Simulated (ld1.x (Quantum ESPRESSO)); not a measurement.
**barium (Ba), TM: configuration errors across variants**

```
Element                 : barium (Ba)
Generator               : ld1.x (Quantum ESPRESSO) 7.5
Type                    : norm-conserving Troullier–Martins (Kleinman–Bylander form)
Functional              : PBEsol
Relativity              : scalar-relativistic
Frozen core             : [Xe]
Valence charge          : 2
Reference configuration : 5d0 6s2 6p0
Partial waves           : 6p (bound, empty): rc 3.65 bohr; 5d (bound, empty): rc 3.00 bohr; 6s (bound): rc 4.20 bohr
Local potential         : the s channel
Core correction         : none
```

All-electron excitation energies from the reference (eV): (1) 5d0 6s1 6p0 5.381; (2) 5d0 6s1.5 6p0 2.147; (3) 5d0 6s1 6p1 2.050; (4) 5d0 6s0 6p1 7.978; (5) 5d1 6s0 6p0 6.033; (6) 5d0.5 6s1.5 6p0 0.642; (7) 5d1 6s1 6p0 1.341.

A true bound ghost makes a file unfit for plane-wave use even where its test errors are small: the radial tests pick states by their node count and pass the ghost by.

Errors AE − PS in meV (a dash: test not solved or not reliable):

| change | (1) | (2) | (3) | (4) | (5) | (6) | (7) | bound ghosts |
| --- | --- | --- | --- | --- | --- | --- | --- | --- |
| base | -1.5 | -1.1 | +24 | +127 | +248 | +82 | +202 | p |
| all radii scaled by about 0.77 (s 3.26, p 2.82, d 2.32 bohr) | -0.4 | -0.7 | +102 | +236 | +216 | +64 | +172 | p |
| all radii scaled by about 0.84 (s 3.54, p 3.08, d 2.54 bohr) | -1.3 | -1.0 | +68 | +212 | +213 | +70 | +177 | p |
| all radii scaled by about 0.91 (s 3.82, p 3.32, d 2.72 bohr) | -1.5 | -1.1 | +59 | +201 | +255 | +85 | +206 | p |
| all radii scaled by about 0.96 (s 4.04, p 3.50, d 2.88 bohr) | -1.5 | -1.1 | +38 | +165 | +256 | +85 | – | p |
| all radii scaled by about 1.17 (s 4.92, p 4.28, d 3.52 bohr) | -2.1 | -0.9 | +3.3 | +65 | +125 | +42 | +118 | none |
| all radii scaled by about 1.32 (s 5.56, p 4.82, d 3.96 bohr) | -4.4 | -0.8 | -3.9 | +34 | +77 | +28 | +94 | none |
| all radii scaled by about 1.37 (s 5.76, p 5.00, d 4.12 bohr) | -5.2 | -0.8 | -5.7 | +26 | +72 | +27 | +93 | none |

Problem. Give the same row for: all radii scaled by about 1.26 (s 5.30, p 4.60, d 3.78 bohr).

Solution. -3.2, -0.8, -0.7, +48, +92, +32, +100; bound ghosts: none.
